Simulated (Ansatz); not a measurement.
Molecule: isocyanic acid, CHNO, charge 0, multiplicity 1. 
Structure (B3LYP-D3(BJ)/def2-TZVP (Ansatz, a quantum-chemistry and plane-wave program) minimum search):
SMILES: N=C=O
```xyz
4

N     -1.1014     0.2807     0.2471
C      0.0427    -0.0239    -0.0008
O      1.1482    -0.1990    -0.3207
H     -1.7320    -0.2289     0.8408
```

Wanted: atomisation energy (electronic, to ground-state atoms); the coupled-cluster value holds the core correlation from cc-pwCVTZ, in kcal/mol. Valence correlation only, unless marked. UHF or UKS for open shells. No spin-orbit coupling. Non-relativistic. CBS marks a two-point X^-3 extrapolation of the correlation energy; Hartree-Fock from the larger set.

Level to compare with: CCSD(T)/CBS(cc-pVTZ,cc-pVQZ) plus the core term (Ansatz), 434.5 kcal/mol. It is a level with limits of its own, and the differences hold the functionals' basis error too.

Q: Rank these functionals by how close they come to CCSD(T)/CBS(cc-pVTZ,cc-pVQZ), closest first: r2SCAN/def2-TZVPD (Ansatz); wB97X-V/def2-TZVPD (Ansatz); BLYP/def2-TZVPD (Ansatz).

A: wB97X-V/def2-TZVPD (range-separated hybrid with VV10, 436.2 kcal/mol, difference 1.7), r2SCAN/def2-TZVPD (meta-GGA, 438.4 kcal/mol, difference 3.9), BLYP/def2-TZVPD (GGA, 448.6 kcal/mol, difference 14.1)
